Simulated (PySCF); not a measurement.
## `N#C[C@H]1[C@H](S)C12CC2`, C6H7NS

Geometry:
```
atom   x (Å)   y (Å)   z (Å)
  N1   0.810   3.217  -0.096
  C2   0.775   2.097  -0.330
  C3   0.731   0.705  -0.605
  C4   1.020  -0.268   0.543
  S5   1.970  -1.758   0.182
  C6  -0.340  -0.140   0.002
  C7  -1.713   0.050   0.517
  C8  -1.411  -1.024  -0.503
  H9   1.095   0.433  -1.591
 H10   1.243   0.146   1.519
 H11   3.168  -1.189   0.308
 H12  -2.259   0.925   0.197
 H13  -1.925  -0.249   1.533
 H14  -1.409  -2.055  -0.181
 H15  -1.758  -0.882  -1.516
```

Method used: TDDFT wB97X-D/def2-SVPD circular dichroism and optical rotation, one conformer, gas phase in PySCF 2.14.0. Geometry: GFN2-xTB.

The molecule is flexible and this is one conformer; a measurement averages over conformers.

Task: Draw the ECD and absorption spectra from the lowest 8 states, each a Gaussian of half-width 0.3 eV at 1/e height.

Result: 
| E (eV) | λ (nm) | Δε (L mol⁻¹ cm⁻¹) | ε (L mol⁻¹ cm⁻¹) |
| --- | --- | --- | --- |
| 5.19 | 239 | -0.54 | 10.3 |
| 5.29 | 234 | -1.47 | 27.9 |
| 5.39 | 230 | -3.19 | 60.8 |
| 5.49 | 226 | -5.57 | 106 |
| 5.59 | 222 | -7.77 | 148 |
| 5.69 | 218 | -8.69 | 167 |
| 5.79 | 214 | -7.78 | 157 |
| 5.89 | 210 | -5.59 | 143 |
| 5.99 | 207 | -3.27 | 180 |
| 6.09 | 203 | -1.67 | 336 |
| 6.19 | 200 | -0.96 | 651 |
| 6.29 | 197 | -0.86 | 1070 |
| 6.39 | 194 | -0.98 | 1420 |
| 6.49 | 191 | -1.01 | 1520 |
| 6.59 | 188 | -0.86 | 1330 |
| 6.69 | 185 | -0.54 | 1000 |
| 6.79 | 183 | -0.01 | 857 |
| 6.89 | 180 | +1.08 | 1210 |
| 6.99 | 177 | +3.33 | 2290 |
| 7.09 | 175 | +6.95 | 4080 |
| 7.19 | 172 | +10.89 | 6120 |
| 7.29 | 170 | +12.90 | 7650 |
| 7.39 | 168 | +11.29 | 8060 |
| 7.49 | 165 | +6.77 | 7400 |
| 7.59 | 163 | +2.01 | 6250 |
| 7.69 | 161 | -0.87 | 5070 |

Δε uses R in velocity form, ε uses f in length form. Only the states computed contribute, so the short-wavelength end is incomplete.
